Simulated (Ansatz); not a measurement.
Pt₃H₂⁺, relaxed as a doublet with UKS PBE0-D4/def2-TZVP in Ansatz, starting from the GFN2-xTB geometry. Force threshold 0.02 eV/Å.

In the def2 sets Pt takes a core potential; there is no spin–orbit coupling. The structure comes from a short search, and lower isomers may exist.

Start:

```xyz
5

Pt   -1.044   -0.905   -0.870
Pt    1.319   -0.611   -0.271
Pt   -0.571    1.117    0.395
H     1.898   -1.801    0.426
H    -1.602    2.201    0.319
```

| step | energy (eV) | largest force component (eV/Å) | SCF passes |
| --- | --- | --- | --- |
| 1 | -9765.8280 | 1.583 | 73 |
| 2 | -9766.2185 | 1.063 | 63 |
| 3 | -9766.3540 | 0.671 | 70 |
| 4 | -9766.5025 | 0.830 | 73 |
| 5 | -9766.7262 | 0.610 | 68 |
| 6 | -9766.8596 | 1.003 | 55 |
| 7 | -9766.9248 | 1.067 | 47 |
| 8 | -9766.9825 | 0.254 | 49 |
| 9 | -9766.9968 | 0.107 | 45 |
| 10 | -9767.0001 | 0.013 | 41 |

Force components are those of the run's own axes.

End:

```tsv
atom	x (Å)	y (Å)	z (Å)
Pt1	-1.160	-1.010	-0.722
Pt2	1.219	-0.221	-0.559
Pt3	-0.589	0.772	0.954
H4	1.459	-1.329	0.429
H5	-0.929	1.788	-0.102
```

By distances, no bond broke or formed. The bond that changes most is Pt2–Pt3, from 2.65 to 2.56 Å (atoms count from 1). The end is the same structure that another start reached, the lowest one found.

No frequencies were taken in this run, so the end may be a saddle point.

Run time 44 s (2 threads of Intel Xeon 6975P-C on a shared host).
